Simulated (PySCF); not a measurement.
## Ar²⁺ (argon, charge +2) across methods

[Ne] 3s2 3p3 4s1, high-spin 5S determinant (an excited configuration). Calculation: PySCF 2.14, in aug-cc-pVQZ-DK (7s6p4d3f2g, 84 functions); scalar relativity by spin-free X2C-1e.

```json
{"method": "TPSS", "E (hartree)": "-526.9925", "mean ε 3s β (eV)": "-53.815", "mean ε 3p α (eV)": "-43.301", "mean ε 4s α (eV)": "-16.194", "Σ⟨r²⟩ (bohr²)": "24.99", "⟨S²⟩": "6.000"}
{"method": "BHandHLYP", "E (hartree)": "-526.9894", "mean ε 3s β (eV)": "-57.500", "mean ε 3p α (eV)": "-46.909", "mean ε 4s α (eV)": "-17.465", "Σ⟨r²⟩ (bohr²)": "25.12", "⟨S²⟩": "6.000"}
{"method": "wB97X", "E (hartree)": "-526.9666", "mean ε 3s β (eV)": "-58.414", "mean ε 3p α (eV)": "-47.626", "mean ε 4s α (eV)": "-18.568", "Σ⟨r²⟩ (bohr²)": "25.10", "⟨S²⟩": "6.000"}
{"method": "LDA", "E (hartree)": "-525.3400", "mean ε 3s β (eV)": "-54.062", "mean ε 3p α (eV)": "-42.921", "mean ε 4s α (eV)": "-16.532", "Σ⟨r²⟩ (bohr²)": "24.80", "⟨S²⟩": "6.000"}
{"method": "r2SCAN", "E (hartree)": "-526.9324", "mean ε 3s β (eV)": "-53.983", "mean ε 3p α (eV)": "-43.891", "mean ε 4s α (eV)": "-16.349", "Σ⟨r²⟩ (bohr²)": "25.26", "⟨S²⟩": "6.000"}
{"method": "PBEsol", "E (hartree)": "-526.0380", "mean ε 3s β (eV)": "-53.698", "mean ε 3p α (eV)": "-42.906", "mean ε 4s α (eV)": "-16.354", "Σ⟨r²⟩ (bohr²)": "24.84", "⟨S²⟩": "6.000"}
{"method": "UHF", "E (hartree)": "-526.35630", "mean ε 3s β (eV)": "-59.026", "mean ε 3p α (eV)": "-50.714", "mean ε 4s α (eV)": "-18.557", "Σ⟨r²⟩ (bohr²)": "25.60", "⟨S²⟩": "6.000"}
{"method": "PBE0", "E (hartree)": "-526.8224", "mean ε 3s β (eV)": "-55.539", "mean ε 3p α (eV)": "-45.142", "mean ε 4s α (eV)": "-16.982", "Σ⟨r²⟩ (bohr²)": "24.99", "⟨S²⟩": "6.000"}
{"method": "PBE", "E (hartree)": "-526.7888", "mean ε 3s β (eV)": "-53.783", "mean ε 3p α (eV)": "-42.999", "mean ε 4s α (eV)": "-16.335", "Σ⟨r²⟩ (bohr²)": "24.87", "⟨S²⟩": "6.000"}
```

The outer electron is Rydberg-like, and this basis confines it to a smaller radius and binds it less than a complete one would.
